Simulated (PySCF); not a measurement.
**IrF₄, quartet: computed properties**

Method: UPBE0 in PySCF with Ir def2-SVP with ECP60, F def2-SVP; scalar-relativistic core potentials, no spin–orbit coupling; density-fitted integrals.

The structure is a minimum.

Coordinates in bohr (charge 0 multiplicity 4):
```
Ir    0.0000    0.0000    0.0000
F     0.0000    3.4732    0.0000
F     0.0000   -3.4732    0.0000
F     3.4732    0.0000    0.0000
F    -3.4732    0.0000    0.0000
```

```
Point group                                                                   : D4h
Bond lengths                                                                  : Ir–F 1.838 Å (×4)
Bond angles                                                                   : F–Ir–F 90.0° (×4), F–Ir–F 180.0° (×2)
Entropy at 298.15 K and 1 bar (electronic part: spin only)                    : 332.3 J/(mol K)
Highest occupied level (β)                                                    : -10.07 eV
Zero-point energy                                                             : 23.8 kJ/mol
Rotational constants                                                          : 0.1313, 0.1313, 0.06567 cm⁻¹
Spin squared ⟨S²⟩                                                             : 3.759
Atomisation energy without zero-point energy                                  : 1533 kJ/mol
Principal polarisabilities                                                    : 22.0, 39.8, 39.8 bohr³
Principal quadrupole moments (Buckingham, traceless) about the centre of mass : -3.60, -3.60, 7.19 D Å
Dipole moment                                                                 : 0.00 D
Enthalpy at 298.15 K above 0 K                                                : 18.06 kJ/mol
Lowest empty level (β)                                                        : -5.86 eV
Heat capacity Cp at 298.15 K                                                  : 84.2 J/(mol K)
Rotational symmetry number                                                    : 8
```

Harmonic modes (masses in u: Ir 192.963, F 18.998):
```
symmetry  ω (cm⁻¹)  IR (km/mol, summed over degenerate members)
     b2u       129                                          0.0
     a2u       199                                         13.3
      eu       247                                         17.4
     b2g       267                                          0.0
     b1g       682                                          0.0
     a1g       729                                          0.0
      eu       743                                          331
```

In D4h the vibrations span b2u + a2u + 2eu + b2g + b1g + a1g. The a1g, b1g, b2g, b2u modes carry no infrared intensity, as symmetry demands. With a centre of inversion only u modes can be infrared active and only g modes Raman active.

Charges (e):
```tsv
atom	Mulliken	Löwdin	polar tensor	spin (Mulliken)	Mayer order to Ir1
Ir1	1.31	0.51	2.15	2.16	–
F2,3,4,5	-0.33	-0.13	-0.54	0.21	0.99
```

Mulliken populations on Ir1 (electrons outside its core potential): s 2.67, p 6.36, d 6.55, f 0.12.

Outer orbital energies (eV). α occupied: -13.31, -13.05, -13.05, -12.53, -10.99, -10.58, -10.58, -10.10; empty: -2.29, 0.18, 0.21, 2.41. β occupied: -13.34, -13.34, -12.63, -12.44, -12.44, -12.04, -11.74, -10.07; empty: -5.86, -5.86, -5.61, -1.36.

Formally Ir is in oxidation state +4, d5, with 3 unpaired electrons (the high-spin count would be 5). The Mulliken spin on Ir is 2.16. The polar-tensor charge on Ir, 2.15, is far below the formal one.

Only a few start shapes were tried, so a lower isomer may exist. Other spin states or occupations of the open shell can lie lower. No spin–orbit coupling is included, which matters more the heavier the element.

The final relaxation and frequency run took about 90 core-seconds on a shared host.
